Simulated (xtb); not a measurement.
Ge(NH2)2 (GeH4N2), SMILES [NH2][Ge][NH2] (connectivity only; charge and spin as stated), neutral, multiplicity 1. All values are semi-empirical tight-binding results from xtb (GFN2-xTB unless named), good for trends rather than for accurate numbers. The structure is a stationary point at GFN2-xTB. Other conformers were not sampled.

For metal compounds this method's bond lengths and energies can be far off.

Computed properties:
```yaml
point_group_as_xtb_finds_it: C2v
orbital_gap: 4.39 eV
zero_point_energy: 29.9 kcal/mol
G − E(el) at 298.15 K (modified RRHO): 12.7 kcal/mol
```
